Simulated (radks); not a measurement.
The mean radii <r> (bohr) of the occupied orbitals of an atom or ion are listed with their occupations. All-electron calculation, scalar-relativistic Kohn-Sham, PBE, spin-polarised, spherical densities, finite nucleus; Fermi nuclear charge, rms radius of each element as measured or else 0.836 A^(1/3) + 0.57 fm. Program: a radial shooting solver on a logarithmic mesh with Libxc functionals.

| orbital | occ. | <r> |
|---|---|---|
| 1s up | 1 | 0.02410 |
| 1s down | 1 | 0.02410 |
| 2s up | 1 | 0.1031 |
| 2s down | 1 | 0.1031 |
| 2p up | 3 | 0.09055 |
| 2p down | 3 | 0.09055 |
| 3s up | 1 | 0.2724 |
| 3s down | 1 | 0.2723 |
| 3p up | 3 | 0.2705 |
| 3p down | 3 | 0.2704 |
| 3d up | 5 | 0.2476 |
| 3d down | 5 | 0.2474 |
| 4s up | 1 | 0.6227 |
| 4s down | 1 | 0.6224 |
| 4p up | 3 | 0.6597 |
| 4p down | 3 | 0.6593 |
| 4d up | 5 | 0.7276 |
| 4d down | 5 | 0.7274 |
| 5s up | 1 | 1.504 |
| 5s down | 1 | 1.514 |
| 5p up | 3 | 1.759 |
| 5p down | 3 | 1.772 |
| 6s up | 1 | 4.098 |
| 4f up | 3 | 1.163 |
| 6d up | 1 | 11.23 |

Name the element and its charge. Open shells, if any, are filled with parallel spins first.

Answer. Z = 59, praseodymium, charge 0: Pr in [Xe] 4f3 6s1 6d1. The 1s radius gives Z: for a bare nucleus <r> = (2 gamma + 1)/(2Z) with gamma = sqrt(1 - (Z/c)^2), 0.02377 bohr for Z = 59, and screening makes it slightly larger (0.02410 here). The occupations add up to 59, and the charge is Z minus that.
